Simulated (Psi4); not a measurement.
calcium atom (Ca), singlet. Base run: B3LYP/def2-TZVP (Psi4).

Psi4 was given this input:
```
memory 2 GB

molecule {
0 1
Ca    0.00000000    0.00000000    0.00000000
}

set {
  basis def2-tzvp
}

energy('b3lyp')
print_variables()
```

Variants of this job, named by their change:

| change | ΔE vs base (µEh) | SCF cycles | grid points | basis functions | outcome |
|---|---|---|---|---|---|
| base | 0.0 | 9 | 21134 | 36 | converged |
| dft_basis_tolerance = 1e-8 | 0.0 | 9 | 20228 | 36 | converged |
| guess = modhuckel | 0.0 | 6 | 21134 | 36 | converged |
| scf_type = pk | 9.5 | 9 | 21134 | 36 | converged |
| d_convergence = 1e-4 | 0.0 | 8 | 21134 | 36 | converged |
| e_convergence = 1e-8 | 0.0 | 9 | 21134 | 36 | converged |
| puream = false | -962 | 8 | 21134 | 39 | converged |
| df_basis_scf = cc-pvtz-jkfit | - | - | - | 36 | input refused |
| scf_initial_accelerator = ediis | 0.0 | 8 | 21134 | 36 | converged |
| df_basis_scf = def2-universal-jkfit | 0.0 | 9 | 21134 | 36 | converged |
| level_shift = 1.0 | 0.0 | 9 | 21134 | 36 | converged |
| df_basis_scf = cc-pvqz-jkfit | - | - | - | 36 | input refused |
| guess = gwh | 0.0 | 8 | 21134 | 36 | converged |

- df_basis_scf = cc-pvtz-jkfit: ended with `psi4.driver.qcdb.exceptions.BasisSetNotFound: BasisSet::construct: Unable to find a basis set for atom 1 for key JKFIT among:`
- df_basis_scf = cc-pvqz-jkfit: ended with `psi4.driver.qcdb.exceptions.BasisSetNotFound: BasisSet::construct: Unable to find a basis set for atom 1 for key JKFIT among:`
